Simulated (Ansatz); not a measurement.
# Energy profile

The step: SiF₄ ([F][Si]([F])([F])[F]) + H₂S → SiHSF₃ ([F][Si]([F])([F])[SH]) + HF; bonds formed: Si1–S7, F2–H6; bonds broken: Si1–F2, H6–S7 (atoms numbered as in the saddle structure below).

```csv
atom,x (Å),y (Å),z (Å)
Si1,-0.4285,0.1082,-0.5612
F2,-0.4738,-1.4078,0.5076
F3,-0.1698,1.5464,-1.2173
F4,-2.0043,0.1281,-0.5187
F5,0.3049,-0.7694,-1.6517
H6,0.2009,-0.7744,1.3034
S7,0.6891,0.7046,1.3576
H8,1.8813,0.4644,0.7803
```

Electronic energies by CCSD(T) at an estimated basis limit (MP2 extrapolated from triple and quadruple zeta, plus CCSD(T) − MP2 in triple zeta), on PBE0-D4/def2-TZVP structures; SiH2SF4, singlet; no counterpoise correction. Computed with Ansatz 0.2.0 (basis: def2-TZVPP and def2-QZVPP); correlated methods freeze the cores. Extrapolation: Hartree–Fock as exp(−7.88 √X), correlation as X^−2.97.

(1) Give the profile in kJ/mol, counted from the separated reactants. (An estimate is asked for; the value comes from the calculation.)

The T1 diagnostic stays at or below 0.013.

## Answers

(1) Computed:
| point | kJ/mol |
| --- | --- |
| separated: SiF4 (linked as [F][Si]([F])([F])[F]; Si1, F2, F3, F4, F5; singlet) + H2S (H6, S7, H8; singlet) | 0.0 |
| start structure | -8.3 |
| saddle | 186.0 |
| end structure | 80.0 |
| separated: SiHSF3 (linked as [F][Si]([F])([F])[SH]; Si1, F3, F4, F5, S7, H8; singlet) + HF (F2, H6; singlet) | 90.4 |

For scale, one of the runs: CCSD(T)/def2-TZVPP, 236 basis functions, launched by `ansatz run in.yaml --threads 8 --pin off --events-out ev --progress --plain --max-ram 19148MiB`. Hardware: 8 CPU threads of an Arm Neoverse V1, shared host. Wall time 2.3 min; peak host memory 4.7 GiB.
